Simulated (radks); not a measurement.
All-electron atom: Co3+ in [Ar] 3d6.

Calculated with a radial shooting solver on a logarithmic mesh with Libxc functionals: non-relativistic Kohn-Sham, PBE, spin-polarised, spherical densities, point nucleus; open shells are filled with parallel spins first.

Energy parts (hartree):
total: -1380.29962
kinetic: 1379.32050
electron-nucleus: -3255.72729
Hartree: 554.09875
exchange-correlation: -57.99159

Orbitals (lengths in bohr, moments of r in powers of bohr; r(max) is where P^2 peaks):
1s up: occ. 1; eigenvalue (hartree) -277.6232; r(max) 0.03750; <r> 0.05691; <1/r> 26.51
1s down: occ. 1; eigenvalue (hartree) -277.6236; r(max) 0.03750; <r> 0.05691; <1/r> 26.51
2s up: occ. 1; eigenvalue (hartree) -33.91110; r(max) 0.2161; <r> 0.2589; <1/r> 5.702
2s down: occ. 1; eigenvalue (hartree) -33.82466; r(max) 0.2159; <r> 0.2585; <1/r> 5.712
2p up: occ. 3; eigenvalue (hartree) -29.62272; r(max) 0.1733; <r> 0.2264; <1/r> 5.658
2p down: occ. 3; eigenvalue (hartree) -29.55860; r(max) 0.1731; <r> 0.2260; <1/r> 5.667
3s up: occ. 1; eigenvalue (hartree) -5.14516; r(max) 0.6745; <r> 0.7760; <1/r> 1.820
3s down: occ. 1; eigenvalue (hartree) -4.96689; r(max) 0.6757; <r> 0.7793; <1/r> 1.810
3p up: occ. 3; eigenvalue (hartree) -3.85841; r(max) 0.6785; <r> 0.8068; <1/r> 1.701
3p down: occ. 3; eigenvalue (hartree) -3.68287; r(max) 0.6803; <r> 0.8124; <1/r> 1.688
3d up: occ. 5; eigenvalue (hartree) -1.73501; r(max) 0.6508; <r> 0.9256; <1/r> 1.400
3d down: occ. 1; eigenvalue (hartree) -1.56824; r(max) 0.6587; <r> 0.9560; <1/r> 1.369

The highest occupied level is 3d down at -42.674 eV. Spin moment in Bohr magnetons: 4. The spin density at the nucleus is -0.945 e/bohr^3 (1s -0.028, 2s -2.010, 3s 1.093), a Fermi contact field of -49.6 T.
